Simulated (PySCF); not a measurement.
HgI2, SMILES [I][Hg][I] (connectivity only; charge and spin as stated), charge -1, multiplicity 2.

The structure is a stationary point at B3LYP-D3(BJ)/def2-SVPD. The spin state was assumed, not searched. The isomer is the one that the SMILES or the coordinates give; other isomers of the formula were not compared. The def2 effective core potentials stand for the cores of Hg, I; spin–orbit coupling is left out.

These are r2SCAN/def2-TZVPD in PySCF values and carry that method's errors.

Isolated molecule, no solvent.

Computed frontier levels, dipole moment and polarisability:
```yaml
"α spin, highest occupied and lowest empty level": -1.04 and 2.54 eV
"β spin, highest occupied and lowest empty level": -2.30 and -0.32 eV
dipole_moment_about_the_centre_of_nuclear_charge: 0.00 D
mean_static_polarisability: 182.5 bohr³ (27.05 Å³)
polarisability_principal_values: 110.3, 110.3, 326.9 bohr³
"⟨S²⟩": 0.754 (pure state 0.75)
```
